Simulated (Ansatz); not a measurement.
## Counterpoise correction, worked out

The pair of Li⁺ (SMILES [Li+], atom 1) and HBr (SMILES Br, atoms 2–3), both closed shells, in one local arrangement (a lower one may exist), relaxed at PBE0-D4/def2-TZVP:

```
atom    x (Å)    y (Å)    z (Å)
 Li1   0.1521   0.2641  -1.7639
 Br2  -0.3706  -0.6435   0.4786
  H3   0.2186   0.3794   1.2852
```

Ansatz 0.2.0; basis: def2-TZVPPD; cores frozen in the correlated methods. Filled d shells of the heavier atoms are correlated. The outer core shell of Li, Na, Mg and K is correlated. The def2 sets are not built for correlating such inner shells, so the correlated values are less sure here.

MP2 total energies in eV:

| system | geometry | basis functions | energy |
| --- | --- | --- | --- |
| pair | pair | all | -70221.24903 |
| Li⁺ | as in the pair | all (partner as ghosts) | -197.72798 |
| HBr | as in the pair | all (partner as ghosts) | -70022.85688 |
| Li⁺ | as in the pair | its own | -197.72650 |
| HBr | as in the pair | its own | -70022.83453 |
| Li⁺ | free (PBE0-D4 minimum) | its own | -197.72650 |
| HBr | free (PBE0-D4 minimum) | its own | -70022.83853 |

(1) Work out the interaction energy with and without the counterpoise correction, the superposition error, and the binding energy from the relaxed fragments.

The T1 diagnostic stays at or below 0.006.

Results:

(1) Without correction: -70221.24903 − (-197.72650) − (-70022.83453) = -0.68800 eV.
With correction (each fragment in the whole basis): -70221.24903 − (-197.72798) − (-70022.85688) = -0.66417 eV = -15.32 kcal/mol.
The superposition error is the difference, 0.02383 eV, 3 % of the uncorrected value: each fragment borrows its partner's functions.
Deformation from the free shapes: 0.00000 eV for Li⁺ and 0.00400 eV for HBr.
Binding energy from relaxed fragments: -0.66417 + 0.00000 + 0.00400 = -0.66017 eV = -15.22 kcal/mol (electronic, without zero-point energy; negative means bound). For comparison, the corrected interaction energy by CCSD(T) at an estimated basis limit (MP2 extrapolated from triple and quadruple zeta, plus CCSD(T) − MP2 in triple zeta) is -0.710 eV.

For scale, one of the runs: CCSD(T)/def2-TZVPPD, 96 basis functions, launched by `ansatz run in.yaml --threads 2 --pin off --events-out ev --progress --plain --max-ram 5222MiB`. The run took about 1.5 s on 2 CPU threads (shared host).
